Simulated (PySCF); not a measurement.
## Calculated data, ClH4Si2, BClHNSi

Calculation on a computer-drawn molecule: the log of a Hartree-Fock and frozen-core CCSD(T) single point meant for a local Hartree-Fock minimum, with one planted fault or none, to be diagnosed. Offsets are logged minus clean, where the clean run is the same molecule without the fault. The reference is restricted for singlets and unrestricted otherwise, and also for a bond in bohr or an excited solution. Adding or removing an electron swaps singlet and doublet. The excited solution moves the top pair (singlet) or top alpha electron (doublet) to the lowest empty orbital. Highest occupied and lowest empty are orbital energies over both spins, largest force is the largest gradient component, triples share is (T) over the correlation energy, the T1 limit is 0.02 restricted and 0.045 unrestricted, electrons count all cores, a negative frequency is imaginary (commonest isotopes), and the dipole is about the centre of nuclear charge. Program: PySCF 2.14.0.

Common to all runs: meant charge 0; meant basis cc-pV(D+d)Z; logged SCF converged yes; possible faults no fault, one electron removed, one electron added, multiplicity raised by two, geometry at a saddle point, SCF held on an excited solution, minimal basis STO-3G, one bond length entered in bohr, all coordinates scaled.

(1) 
```xyz
7
formula=ClH4Si2 meant_multiplicity=2 logged_electrons=48 logged_basis_functions=89 logged_spin_squared=0 logged_highest_occupied=-17.173 logged_lowest_empty=-7.0755 logged_largest_force=0.060358 logged_T1_diagnostic=0.019928 logged_D1_diagnostic=0.071386 logged_triples_share=0.029888 logged_CC_converged=yes logged_dipole_magnitude=3.7866 logged_SCF_stable_within_its_kind=yes logged_energy_HF=-1039.41816 logged_energy_CCSD(T)=-1039.80188 planted_fault=one_electron_removed HF_energy_offset_from_clean_run=186.4 CCSD(T)_energy_offset_from_clean_run=185.7
Si     0.9115     0.9058    -3.0258
Si    -1.1373     1.2091    -1.8905
Cl    -0.7884     1.7003     0.1085
H      0.6113     0.5499    -4.4324
H      1.7142    -0.1722    -2.4036
H      1.6691     2.1756    -2.9854
H     -2.0126     0.0150    -1.8985
```

Units: logged_highest_occupied, logged_lowest_empty in eV; logged_largest_force in hartree/bohr; logged_dipole_magnitude in debye; logged_energy_HF, logged_energy_CCSD(T) in hartree; HF_energy_offset_from_clean_run, CCSD(T)_energy_offset_from_clean_run in kcal/mol.

Drawn bonds:
```
atom  other atom  order
   1           2      1
   2           3      1
   1           4      1
   1           5      1
   1           6      1
   2           7      1
```

(2) 
```xyz
5
formula=BClHNSi meant_multiplicity=1 logged_electrons=44 logged_basis_functions=79 logged_spin_squared=2.0126 logged_highest_occupied=-7.3062 logged_lowest_empty=0.36444 logged_largest_force=0.033383 logged_T1_diagnostic=0.019711 logged_D1_diagnostic=0.077622 logged_triples_share=0.035528 logged_CC_converged=yes logged_dipole_magnitude=0.91208 logged_SCF_stable_within_its_kind=yes logged_energy_HF=-828.15405 logged_energy_CCSD(T)=-828.63526 planted_fault=multiplicity_raised_by_two HF_energy_offset_from_clean_run=23.23 CCSD(T)_energy_offset_from_clean_run=36.39
Si    -0.4771    -0.0864     1.1080
N      0.7327    -1.2780     1.3484
B      1.6830    -2.0313     1.6419
Cl     2.9725    -3.0643     2.0340
H     -1.2819    -0.8235     0.0454
```

Units: logged_highest_occupied, logged_lowest_empty in eV; logged_largest_force in hartree/bohr; logged_dipole_magnitude in debye; logged_energy_HF, logged_energy_CCSD(T) in hartree; HF_energy_offset_from_clean_run, CCSD(T)_energy_offset_from_clean_run in kcal/mol.

Drawn bonds:
```
atom  other atom  order
   1           2      1
   2           3      2
   3           4      1
   1           5      1
```

(3) 
```xyz
5
formula=BClHNSi meant_multiplicity=1 logged_electrons=44 logged_basis_functions=79 logged_spin_squared=0 logged_highest_occupied=-8.4451 logged_lowest_empty=1.0013 logged_largest_force=2.459e-05 logged_lowest_frequency=107.22 logged_T1_diagnostic=0.01547 logged_D1_diagnostic=0.042375 logged_triples_share=0.035009 logged_CC_converged=yes logged_dipole_magnitude=1.7536 logged_SCF_stable_within_its_kind=yes logged_energy_HF=-828.19108 logged_energy_CCSD(T)=-828.69324 planted_fault=no_fault HF_energy_offset_from_clean_run=0 CCSD(T)_energy_offset_from_clean_run=0
Si    -0.4771    -0.0864     1.1080
N      0.7327    -1.2780     1.3484
B      1.6830    -2.0313     1.6419
Cl     2.9725    -3.0643     2.0340
H     -1.2819    -0.8235     0.0454
```

Units: logged_highest_occupied, logged_lowest_empty in eV; logged_largest_force in hartree/bohr; logged_lowest_frequency in cm⁻¹; logged_dipole_magnitude in debye; logged_energy_HF, logged_energy_CCSD(T) in hartree; HF_energy_offset_from_clean_run, CCSD(T)_energy_offset_from_clean_run in kcal/mol.

Drawn bonds:
```
atom  other atom  order
   1           2      1
   2           3      2
   3           4      1
   1           5      1
```

(4) 
```xyz
5
formula=BClHNSi meant_multiplicity=1 logged_electrons=44 logged_basis_functions=79 logged_spin_squared=0 logged_highest_occupied=-5.4738 logged_lowest_empty=-2.3378 logged_largest_force=0.060584 logged_dipole_magnitude=0.9425 logged_SCF_stable_within_its_kind=no logged_energy_HF=-827.95451
Si    -0.4771    -0.0864     1.1080
N      0.7327    -1.2780     1.3484
B      1.6830    -2.0313     1.6419
Cl     2.9725    -3.0643     2.0340
H     -1.2819    -0.8235     0.0454
```

Units: logged_highest_occupied, logged_lowest_empty in eV; logged_largest_force in hartree/bohr; logged_dipole_magnitude in debye; logged_energy_HF in hartree.

Drawn bonds:
```
atom  other atom  order
   1           2      1
   2           3      2
   3           4      1
   1           5      1
```

Notes: coupled-cluster numbers left out as unreliable.

**Q.** Which fault was planted in the run of BClHNSi (entry 4)?
**A.** SCF held on an excited solution

Further results for BClHNSi (entry 4):

```
HF energy offset from clean run : 148.4 kcal/mol
```
